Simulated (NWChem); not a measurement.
Molecule: GaHClF; SMILES [F][GaH][Cl]

All runs: NWChem. Medium grid unless said otherwise, to which SCAN and Minnesota functionals are sensitive. Structure relaxed at the PBE0/def2-SVP level. Total energies of different functionals are on different scales.

```csv
level,energy (Ha),highest occupied level (eV),orbital gap (eV),dipole (D)
B3LYP/def2-SVP,-2485.1789,-8.85,7.17,2.02
PBE/def2-SVP,-2484.5379,-7.72,5.54,1.87
r2SCAN0/def2-SVP,-2484.9972,-9.47,8.22,2.18
M06/def2-SVP,-2485.0246,-9.07,7.40,2.21
"LDA (Slater exchange, VWN5)/def2-SVP",-2479.9741,(withheld),(withheld),(withheld)
M06-L/def2-SVP,-2485.0584,-8.06,6.22,2.14
N12/def2-SVP,-2486.0628,-7.60,5.54,2.02
TPSS/def2-SVP,-2485.1397,-7.90,5.85,1.88
```

### Question
Complete the blanks.

### Answer

- LDA (Slater exchange, VWN5)/def2-SVP, highest occupied level (eV): -7.82
- LDA (Slater exchange, VWN5)/def2-SVP, orbital gap (eV): 5.40
- LDA (Slater exchange, VWN5)/def2-SVP, dipole (D): 1.94
